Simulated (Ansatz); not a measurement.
A structure relaxed at r2SCAN-D4/def2-TZVP in Ansatz, charge 0, singlet:

Cartesian coordinates in Å:
```
Li -1.244 0.500 0.141
Br 0.735 1.606 0.789
Li 1.244 -0.500 -0.140
Br -0.734 -1.606 -0.790
```

Problem. Give its formula, name or SMILES and point group.

Solution. (LiBr)2 ring (Li₂Br₂). Point group D2h (tolerance 0.1 Å).

Problem. Summarise the bond lengths by kind (pairs closer than 1.2 times the sum of covalent radii, bridged metal pairs left out).

Solution. 4 × Br–Li 2.36 Å.
